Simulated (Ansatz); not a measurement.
Cost and result for the atomization energy of `[SiH3]C1=[CH][GeH2][NH]1` (12 atoms, 12 bonds).

```
atom    x (Å)    y (Å)    z (Å)
 Si1   0.4653  -2.0213   0.0118
  C2   0.0498  -0.1951   0.0874
  C3  -0.9284   0.3985   0.8125
 Ge4  -0.4451   2.0903   0.0162
  N5   0.8087   0.7941  -0.5793
  H6   0.4644  -2.4685  -1.4084
  H7   1.8164  -2.2767   0.5761
  H8  -0.5570  -2.7805   0.7744
  H9  -1.5972  -0.0420   1.5347
 H10   0.1737   3.2470   0.8210
 H11  -1.3320   2.6474  -1.1123
 H12   1.0814   0.6066  -1.5341
```

Charge 0, multiplicity 1. Correlated methods include outer-core shells of Ge, which these sets cover unevenly. Scalar relativity is left out up to krypton. All single points use the PBE0-D4/def2-TZVP geometry. Program: Ansatz. All runs use 4 threads of an Intel Xeon Platinum 8259CL on a shared host. Times are those of one run each, without the atoms' runs, and a repeat can differ threefold. Electronic energies, without spin–orbit coupling; frozen cores. CCSD(T)/CBS adds CCSD(T) − MP2 in def2-TZVPP to the MP2 limit, and its time is that of the two runs behind it. T1 = 0.013. With those shells the extrapolation isn't a true limit. HSE06 is the plane-wave form, built on full-range PBE exchange.

CCSD(T)/CBS is a level of theory with its own doubt, some kJ/mol a heavy atom from the limit and from the frozen cores, so smaller differences don't rank the functionals.

```csv
level,functions,wall time
BLYP-D4/def2-TZVPP,281,2.7 s
PBE-D4/def2-TZVPP (with forces),281,3.3 s
PBE0-D4/def2-TZVPP,281,4.4 s
HSE06-D4/def2-TZVPP,281,4.9 s
r2SCAN-D4/def2-TZVPP (with forces),281,6 s
CAM-B3LYP-D4/def2-TZVPP,281,6 s
r2SCANh-D4/def2-TZVPP,281,6.5 s
B97M-V/def2-TZVPP,281,9 s
CCSD(T)/def2-SVP,127,11 s
ωB97M-V/def2-TZVPP (with forces),281,15 s
MP2/def2-QZVPP,540,36 s
CCSD(T)/def2-TZVPP,281,3.6 min
CCSD(T)/CBS(def2),–,4.2 min
```

(1) What atomization energy does each give, and how far from CCSD(T)/CBS? (Best estimate.)

## Answers

(1) Ansatz gave: 
```json
{"level": "BLYP-D4/def2-TZVPP", "atomization (kcal/mol)": "983.3", "difference from CCSD(T)/CBS": "-4.6", "per bond": "-0.4"}
{"level": "PBE-D4/def2-TZVPP (with forces)", "atomization (kcal/mol)": "1003.8", "difference from CCSD(T)/CBS": "15.9", "per bond": "1.3"}
{"level": "PBE0-D4/def2-TZVPP", "atomization (kcal/mol)": "987.1", "difference from CCSD(T)/CBS": "-0.8", "per bond": "-0.1"}
{"level": "HSE06-D4/def2-TZVPP", "atomization (kcal/mol)": "987.7", "difference from CCSD(T)/CBS": "-0.2", "per bond": "0.0"}
{"level": "r2SCAN-D4/def2-TZVPP (with forces)", "atomization (kcal/mol)": "987.3", "difference from CCSD(T)/CBS": "-0.6", "per bond": "0.0"}
{"level": "CAM-B3LYP-D4/def2-TZVPP", "atomization (kcal/mol)": "989.0", "difference from CCSD(T)/CBS": "1.1", "per bond": "0.1"}
{"level": "r2SCANh-D4/def2-TZVPP", "atomization (kcal/mol)": "981.0", "difference from CCSD(T)/CBS": "-6.9", "per bond": "-0.6"}
{"level": "B97M-V/def2-TZVPP", "atomization (kcal/mol)": "992.5", "difference from CCSD(T)/CBS": "4.6", "per bond": "0.4"}
{"level": "CCSD(T)/def2-SVP", "atomization (kcal/mol)": "924.5", "difference from CCSD(T)/CBS": "-63.4", "per bond": "-5.3"}
{"level": "ωB97M-V/def2-TZVPP (with forces)", "atomization (kcal/mol)": "986.8", "difference from CCSD(T)/CBS": "-1.1", "per bond": "-0.1"}
{"level": "MP2/def2-QZVPP", "atomization (kcal/mol)": "987.7", "difference from CCSD(T)/CBS": "-0.2", "per bond": "0.0"}
{"level": "CCSD(T)/def2-TZVPP", "atomization (kcal/mol)": "961.8", "difference from CCSD(T)/CBS": "-26.1", "per bond": "-2.2"}
{"level": "CCSD(T)/CBS(def2)", "atomization (kcal/mol)": "987.9", "difference from CCSD(T)/CBS": "0.0", "per bond": "0.0"}
```

From r2SCAN to r2SCAN0 (25 % exact exchange), in def2-TZVPP and without D4, the atomization energy moves by −15.5 kcal/mol: exact exchange takes away binding that semilocal exchange gives to molecules. At CCSD(T), def2-SVP lies −63.5 kcal/mol from the extrapolated value and def2-TZVPP −26.2 kcal/mol: correlation converges slowly with the basis, and small sets miss more of it in the bonded molecule than in its fragments. The D4 term adds +11.4 kcal/mol with B3LYP and +6.0 kcal/mol with PBE0; it sums over pairs of atoms, weighted by their polarisabilities, and B3LYP, whose exchange is more repulsive, gets the larger term.

B3LYP here is the variant with VWN-RPA as its local correlation; programs differ in this.

For some Ge, Se and Sn compounds the MP2-based and the directly extrapolated limit differ by 10 to 25 kJ/mol.
